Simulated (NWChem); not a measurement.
System: C₂H₅NOSi; SMILES O=C/C=N/[SiH3]

The following NWChem deck was run.

```
start job
memory heap 200 mb stack 900 mb global 1100 mb
geometry units angstroms noautoz
  O      0.249221     2.931877     0.317277
  C     -0.319385     1.933460    -0.069071
  C      0.224395     0.551688     0.163880
  N     -0.419768    -0.455758    -0.266622
  Si     0.087014    -2.133344    -0.072321
  H     -1.280644     1.956014    -0.622275
  H      1.180323     0.522368     0.713643
  H     -0.988838    -2.837846     0.666922
  H      1.378539    -2.265737     0.665183
  H      0.221241    -2.715179    -1.430156
end
basis spherical
  * library def2-tzvp
end
dft
  xc hfexch
  iterations 150
  semidirect filesize 400000000
  mulliken
end
task dft energy
```

Excerpt of the output:

```
             Northwest Computational Chemistry Package (NWChem) 7.3.0
             --------------------------------------------------------

 CS  symmetry detected

                             Geometry "geometry" -> ""
                             -------------------------

 Output coordinates in angstroms (scale by  1.889725989 to convert to a.u.)

  No.       Tag          Charge          X              Y              Z
 ---- ---------------- ---------- -------------- -------------- --------------
    1 O                    8.0000     0.27481088    -2.94649843     0.00000000
    2 C                    6.0000    -0.37877278    -1.92559566     0.00000000
    3 C                    6.0000     0.25217087    -0.56134978     0.00000000
    4 N                    7.0000    -0.48859369     0.47136182     0.00000000
    5 Si                  14.0000     0.10039396     2.13327915     0.00000000
    6 H                    1.0000    -1.48800890    -1.91304795     0.00000000
    7 H                    1.0000     1.35528748    -0.56692685     0.00000000
    8 H                    1.0000    -0.44130355     2.79476078    -1.21213391
    9 H                    1.0000     1.59109341     2.21867237     0.00000000
   10 H                    1.0000    -0.44130355     2.79476078     1.21213391

 Effective nuclear repulsion energy (a.u.)     195.3267587999

      Symmetry information
      --------------------

 Group name             Cs
 Group number              2
 Group order               2
 No. of unique centers     9

  xc_inp: hfexch multiplicative factor not found.

                                 NWChem DFT Module
                                 -----------------

 Summary of "ao basis" -> "ao basis" (spherical)
 ------------------------------------------------------------------------------
       Tag                 Description            Shells   Functions and Types
 ---------------- ------------------------------  ------  ---------------------
 O                         def2-tzvp                11       31   5s3p2d1f
 C                         def2-tzvp                11       31   5s3p2d1f
 N                         def2-tzvp                11       31   5s3p2d1f
 Si                        def2-tzvp                13       37   5s5p2d1f
 H                         def2-tzvp                 4        6   3s1p

      Symmetry analysis of basis
      --------------------------

        a'        130
        a"         61

            General Information
            -------------------
          SCF calculation type: DFT
          Wavefunction type:  closed shell.
          No. of atoms     :    10
          No. of electrons :    46
           Alpha electrons :    23
            Beta electrons :    23
          Charge           :     0
          Spin multiplicity:     1
          Use of symmetry is: on ; symmetry adaption is: on
          Maximum number of iterations: 150
          AO basis - number of functions:   191
                     number of shells:    77
          Convergence on energy requested:  1.00D-06
          Convergence on density requested:  1.00D-05
          Convergence on gradient requested:  5.00D-04

              XC Information
              --------------
                     Hartree-Fock (Exact) Exchange  1.000

      Superposition of Atomic Density Guess
      -------------------------------------

 Sum of atomic energies:        -495.77297197

      Non-variational initial energy
      ------------------------------

 Total energy =    -497.959897
 1-e energy   =   -1068.733639
 2-e energy   =     375.446983
 HOMO         =      -0.287287
 LUMO         =      -0.119911

      Symmetry analysis of molecular orbitals - initial
      -------------------------------------------------

  Numbering of irreducible representations:

     1 a'          2 a"

  Orbital symmetries:

     1 a'          2 a'          3 a'          4 a'          5 a'
     6 a'          7 a'          8 a"          9 a'         10 a'
    11 a'         12 a'         13 a'         14 a'         15 a'
    16 a'         17 a"         18 a'         19 a"         20 a'
    21 a"         22 a'         23 a'         24 a"         25 a'
    26 a"         27 a'         28 a"         29 a'         30 a'
    31 a'         32 a'         33 a'

------------------------------------------------------------
EAF file 0: "./job.aoints.0" size=316145664 bytes
------------------------------------------------------------
               write      read    awrite     aread      wait
               -----      ----    ------     -----      ----
     calls:      603         0         0         0         0
   data(b): 3.16e+08  0.00e+00  0.00e+00  0.00e+00
   time(s): 0.00e+00  0.00e+00  0.00e+00  0.00e+00  0.00e+00
rate(mb/s): 0.00e+00  0.00e+00
------------------------------------------------------------

     ---------------------------------------------
      Total Density - Mulliken Population Analysis
     ---------------------------------------------

    Atom       Charge   Shell Charges
 -----------   ------   -------------------------------------------------------
    1 O    8     8.71   0.79  1.18  0.61  0.96  0.29  1.99  2.09  0.78  0.00  0.02  0.00
    2 C    6     5.40   0.86  1.12  0.55  0.62  0.12  0.95  0.89  0.17  0.04  0.07  0.01
    3 C    6     5.70   0.86  1.12  0.56  0.62  0.09  1.06  1.06  0.23  0.03  0.07  0.01
    4 N    7     7.66   0.82  1.16  0.59  0.88  0.20  1.53  1.79  0.64  0.01  0.04  0.00
    5 Si  14    13.54   2.00  0.59  1.39  0.87  0.44  4.11  1.73  0.51  1.24  0.42  0.11  0.11  0.02
    6 H    1     0.92   0.24  0.47  0.19  0.02
    7 H    1     0.90   0.24  0.46  0.18  0.02
    8 H    1     1.05   0.23  0.54  0.27  0.01
    9 H    1     1.06   0.23  0.55  0.28  0.01
   10 H    1     1.05   0.23  0.54  0.27  0.01

   convergence    iter        energy       DeltaE   RMS-Dens  Diis-err
 ---------------- ----- ----------------- --------- --------- ---------
 d= 0,ls=0.0,diis     1   -496.8386787113 -6.92D+02  3.53D-03  9.36D-01
 d= 0,ls=0.0,diis     2   -496.9107050095 -7.20D-02  1.54D-03  5.88D-01
 d= 0,ls=0.0,diis     3   -496.9639358279 -5.32D-02  5.16D-04  1.04D-02
 d= 0,ls=0.0,diis     4   -496.9664188405 -2.48D-03  1.71D-04  9.41D-04
 d= 0,ls=0.0,diis     5   -496.9666214508 -2.03D-04  6.85D-05  1.90D-04
  Resetting Diis
 d= 0,ls=0.0,diis     6   -496.9666673995 -4.59D-05  4.70D-05  5.10D-05
 d= 0,ls=0.0,diis     7   -496.9666807869 -1.34D-05  1.01D-05  5.72D-06
 d= 0,ls=0.0,diis     8   -496.9666819354 -1.15D-06  3.98D-06  1.50D-06
 d= 0,ls=0.0,diis     9   -496.9666822994 -3.64D-07  6.87D-06  7.78D-07

         Total DFT energy =     -496.966682299403
      One electron energy =    -1071.526330414416
           Coulomb energy =      426.592225006981
    Exchange-Corr. energy =      -47.359335691905
 Nuclear repulsion energy =      195.326758799937

 Numeric. integr. density =        0.000000000000

                  Occupations of the irreducible representations
                  ----------------------------------------------

                     irrep           alpha         beta
                     --------     --------     --------
                     a'               19.0         19.0
                     a"                4.0          4.0

                       DFT Final Molecular Orbital Analysis
                       ------------------------------------

 Vector   21  Occ=2.000000D+00  E=-4.658619D-01  Symmetry=a'
              MO Center=  8.9D-02, -7.2D-01,  3.4D-15, r^2= 6.2D+00
   Bfn.  Coefficient  Atom+Function         Bfn.  Coefficient  Atom+Function
  ----- ------------  ---------------      ----- ------------  ---------------
     6      0.271095   1 O  px                9      0.240784   1 O  px
    99      0.187599   4 N  px              102      0.168653   4 N  px
    12      0.167524   1 O  px                7      0.151488   1 O  py
   181     -0.146768   9 H  s                10      0.139895   1 O  py
   139     -0.139377   5 Si px               72      0.135137   3 C  py

 Vector   22  Occ=2.000000D+00  E=-4.511143D-01  Symmetry=a"
              MO Center= -1.7D-01,  5.4D-01, -1.3D-14, r^2= 4.4D+00
   Bfn.  Coefficient  Atom+Function         Bfn.  Coefficient  Atom+Function
  ----- ------------  ---------------      ----- ------------  ---------------
   101      0.231163   4 N  pz              104      0.221579   4 N  pz
    70      0.197883   3 C  pz               73      0.196971   3 C  pz
   141     -0.160132   5 Si pz              107      0.149792   4 N  pz
     8     -0.147291   1 O  pz              175      0.134342   8 H  s
   187     -0.134342  10 H  s                11     -0.133120   1 O  pz

 Vector   23  Occ=2.000000D+00  E=-4.141767D-01  Symmetry=a'
              MO Center= -1.5D-01, -4.1D-01,  1.2D-16, r^2= 3.5D+00
   Bfn.  Coefficient  Atom+Function         Bfn.  Coefficient  Atom+Function
  ----- ------------  ---------------      ----- ------------  ---------------
    99      0.268281   4 N  px              102      0.251628   4 N  px
   105      0.196439   4 N  px                6     -0.148563   1 O  px
   170     -0.135448   7 H  s                 9     -0.133562   1 O  px
     7     -0.129971   1 O  py              169     -0.128613   7 H  s
   164     -0.123678   6 H  s               100      0.118340   4 N  py

 Vector   24  Occ=0.000000D+00  E= 5.098103D-02  Symmetry=a"
              MO Center= -1.1D-01, -8.6D-01, -1.5D-15, r^2= 3.6D+00
   Bfn.  Coefficient  Atom+Function         Bfn.  Coefficient  Atom+Function
  ----- ------------  ---------------      ----- ------------  ---------------
    76      0.332893   3 C  pz              107     -0.325144   4 N  pz
    14     -0.288739   1 O  pz               45      0.264349   2 C  pz
     8     -0.206868   1 O  pz              101     -0.207767   4 N  pz
    42      0.194883   2 C  pz               73      0.193420   3 C  pz
   176     -0.193892   8 H  s               188      0.193892  10 H  s

 Vector   25  Occ=0.000000D+00  E= 1.133458D-01  Symmetry=a'
              MO Center=  3.3D-01,  2.5D+00,  3.4D-16, r^2= 5.8D+00
   Bfn.  Coefficient  Atom+Function         Bfn.  Coefficient  Atom+Function
  ----- ------------  ---------------      ----- ------------  ---------------
   143      1.906582   5 Si py               98      1.849680   4 N  s
   129     -0.717662   5 Si s                74      0.594555   3 C  px
    36      0.567021   2 C  s               170     -0.532558   7 H  s
   176     -0.472759   8 H  s               188     -0.472759  10 H  s
   106      0.461203   4 N  py               75      0.334239   3 C  py

 Vector   26  Occ=0.000000D+00  E= 1.529921D-01  Symmetry=a"
              MO Center=  7.9D-01,  1.6D+00, -1.0D-13, r^2= 5.5D+00
   Bfn.  Coefficient  Atom+Function         Bfn.  Coefficient  Atom+Function
  ----- ------------  ---------------      ----- ------------  ---------------
   144      2.096182   5 Si pz              176      1.344061   8 H  s
   188     -1.344061  10 H  s               107     -0.608762   4 N  pz
    76      0.360034   3 C  pz               45     -0.116622   2 C  pz
   101     -0.113197   4 N  pz              148     -0.086501   5 Si d  1
   138      0.071044   5 Si pz              174      0.048038   8 H  s

------------------------------------------------------------
EAF file 0: "./job.aoints.0" size=455081984 bytes
------------------------------------------------------------
               write      read    awrite     aread      wait
               -----      ----    ------     -----      ----
     calls:      868         8         0      6936      6936
   data(b): 4.55e+08  4.19e+06  0.00e+00  3.64e+09
   time(s): 0.00e+00  0.00e+00  0.00e+00  0.00e+00  0.00e+00
rate(mb/s): 0.00e+00  0.00e+00
------------------------------------------------------------

     ---------------------------------------------
      Total Density - Mulliken Population Analysis
     ---------------------------------------------

    Atom       Charge   Shell Charges
 -----------   ------   -------------------------------------------------------
    1 O    8     8.39   0.79  1.18  0.58  0.95  0.34  1.82  1.93  0.76  0.00  0.03  0.00
    2 C    6     5.74   0.86  1.12  0.53  0.57  0.09  1.16  1.07  0.15  0.05  0.13  0.02
    3 C    6     5.95   0.86  1.12  0.51  0.59  0.08  1.19  1.21  0.23  0.03  0.11  0.01
    4 N    7     7.44   0.82  1.16  0.53  0.89  0.22  1.44  1.69  0.64  0.01  0.04  0.00
    5 Si  14    13.55   2.00  0.58  1.39  0.80  0.37  4.12  1.73  0.53  1.34  0.28  0.17  0.21  0.04
    6 H    1     0.90   0.26  0.48  0.13  0.02
    7 H    1     0.88   0.26  0.48  0.11  0.02
    8 H    1     1.05   0.24  0.57  0.23  0.01
    9 H    1     1.06   0.24  0.56  0.25  0.01
   10 H    1     1.05   0.24  0.57  0.23  0.01

     -------------------------------------------
      Total Density - Lowdin Population Analysis
     -------------------------------------------

    Atom       Charge   Shell Charges
 -----------   ------   -------------------------------------------------------
    1 O    8     7.93   0.87  1.09  0.53  0.60  0.34  1.68  1.87  0.88  0.00  0.07  0.01
    2 C    6     6.22   0.92  1.04  0.37  0.34  0.17  1.02  1.17  0.46  0.07  0.56  0.09
    3 C    6     6.20   0.91  1.04  0.36  0.34  0.17  1.04  1.24  0.52  0.05  0.47  0.06
    4 N    7     7.03   0.89  1.07  0.44  0.46  0.26  1.31  1.61  0.84  0.01  0.14  0.01
    5 Si  14    13.70   2.00  0.84  1.09  0.50  0.32  3.85  1.89  0.67  1.17  0.60  0.18  0.47  0.12
    6 H    1     0.88   0.25  0.40  0.17  0.06
    7 H    1     0.87   0.25  0.40  0.17  0.06
    8 H    1     1.05   0.25  0.49  0.30  0.02
    9 H    1     1.06   0.25  0.49  0.30  0.02
   10 H    1     1.05   0.25  0.49  0.30  0.02

     Multipole analysis of the density
     ---------------------------------

     L   x y z        total         alpha         beta         nuclear
     -   - - -        -----         -----         ----         -------
     0   0 0 0      0.000000    -23.000000    -23.000000     46.000000

     1   1 0 0      0.041064      0.020532      0.020532     -0.000000
     1   0 1 0      0.876652      0.438326      0.438326      0.000000
     1   0 0 1     -0.000000     -0.000000     -0.000000      0.000000

     2   2 0 0    -28.299189    -33.131130    -33.131130     37.963072
     2   1 1 0      2.727617     -1.451892     -1.451892      5.631400
     2   1 0 1     -0.000000     -0.000000     -0.000000      0.000000
     2   0 2 0    -34.868615   -344.875285   -344.875285    654.881954
     2   0 1 1      0.000000      0.000000      0.000000      0.000000
     2   0 0 2    -28.135508    -19.314607    -19.314607     10.493705
```

Level: Hartree-Fock/def2-TZVP. All runs use the structure optimised with B3LYP/6-31G* (spherical d).
